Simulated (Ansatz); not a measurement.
AunHm: PBE0-D4/def2-TZVP single points in Ansatz on relaxed structures, gas phase. Each cluster is the lowest isomer that a short search found in that spin, judged at the geometry's level, and lower ones may exist. Core potentials for Au, no spin–orbit coupling. HOMO and LUMO are taken over both spins. Binding counts from free atoms in the multiplicity of their measured ground term, without zero-point energy. Singlets are spin-restricted. The spins of the ions were chosen, not always searched. A dash marks a value that wasn't run or was left out as unsound. The structures are stationary points that may keep the symmetry of their start. Remarks come from the PBE and PBE0 runs and from stability tests at other levels; not every state was tested.

```tsv
species	atoms	state	geometry	HOMO (eV)	LUMO (eV)	gap (eV)	vertical IE (eV)	binding per atom (eV)	lowest of the spins relaxed	point group (within 0.1 Å)	remarks
HAu2	3	doublet; oxidised ion singlet	PBE-D4/def2-TZVP	-6.77	-4.57	2.20	–	1.27	doublet, of doublet/quartet	–	restricted SCF unstable in HF (+1 singlet)
H4Au3	7	doublet; oxidised ion triplet	PBE-D4/def2-TZVP	-7.47	-5.86	1.62	9.12	1.85	–	–	–
H5Au3	8	singlet	r2SCAN-D4/def2-SVP	-7.82	-3.14	4.68	9.65	1.98	singlet, of singlet/triplet/quintet	–	–
```

Task: Estimate the rows for H6Au3 (doublet; oxidised ion singlet, PBE0-D4/def2-SVP geometry).

Result: 
```json
{"species": "H6Au3", "atoms": "9", "state": "doublet; oxidised ion singlet", "geometry": "PBE0-D4/def2-SVP", "HOMO (eV)": "-5.13", "LUMO (eV)": "-2.84", "gap (eV)": "2.30", "vertical IE (eV)": "6.96", "binding per atom (eV)": "1.93", "lowest of the spins relaxed": "–", "point group (within 0.1 Å)": "Cs"}
```

The gap (eV) runs from 1.62 (H4Au3) to 4.68 (H5Au3). It alternates from one size to the next. The vertical IE (eV) runs from 6.96 (H6Au3) to 9.65 (H5Au3). The binding per atom (eV) runs from 1.27 (HAu2) to 1.98 (H5Au3). It doesn't follow size steadily.
